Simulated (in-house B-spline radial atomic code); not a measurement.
Configurations of Mg⁴⁺, with energies counted from [He] 2s2 2p4. Method: scalar-relativistic (X2C) LC-wPBE, spin-polarised, spherical fractional occupations, exact exchange averaged over the configuration, Fermi nucleus of rms radius 3.057 fm. Calculated with a B-spline radial code for spherical atoms. Shells without spins written out take the highest spin.

| configuration | E - E(ref) (eV) | highest orbital | its <r> (bohr) |
| --- | --- | --- | --- |
| [He] 2s1 2p5 | 32.16 | 2p down | 0.6147 |
| [He] 2s2 2p3 3s1 | 82.624 | 3s up | 1.781 |
| [He] 2s2 2p3 3d1 | 100.13 | 3d up | 1.869 |

Order these further configurations by energy, lowest first.
A. [He] 2s2 2p3 3p1
B. [He] 2s1 2p4 3d1
C. [He] 2s1 2p4 3p1
D. [He] 2s1 2p4 3s1

A (90.254 eV), D (113.58 eV), C (121.28 eV), B (130.96 eV).
